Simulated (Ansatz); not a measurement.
Basis sets compared for [Te3]- (Te₃⁻). Charge -1, multiplicity 2. Geometry r2SCAN-D4/def2-SVPD. Ansatz on 4 threads of Arm Neoverse V2 on a shared host; times are rough, and most runs start from earlier orbitals.

```csv
atom,x (Å),y (Å),z (Å)
Te1,0.612,-2.217,0.267
Te2,0.845,0.462,0.131
Te3,-1.458,1.754,-0.398
```

In the def2 sets Te takes a core potential; there is no spin–orbit coupling.

```csv
level,functions,energy (Eh),HOMO (eV),LUMO (eV),wall time
PBE-D4/def2-SVPD,105,-804.1943,-0.44,0.00,1.3 s
PBE0-D4/def2-SVPD,105,-804.2380,-1.43,0.43,2.4 s
```

**Question.** Estimate the rows for PBE-D4/def2-TZVPD, PBE0-D4/def2-TZVPD.

**Answer.** 
```csv
level,functions,energy (Eh),HOMO (eV),LUMO (eV),wall time
PBE-D4/def2-TZVPD,177,-804.2224,-0.45,0.02,2.5 s
PBE0-D4/def2-TZVPD,177,-804.2654,-1.43,0.47,4.1 s
```
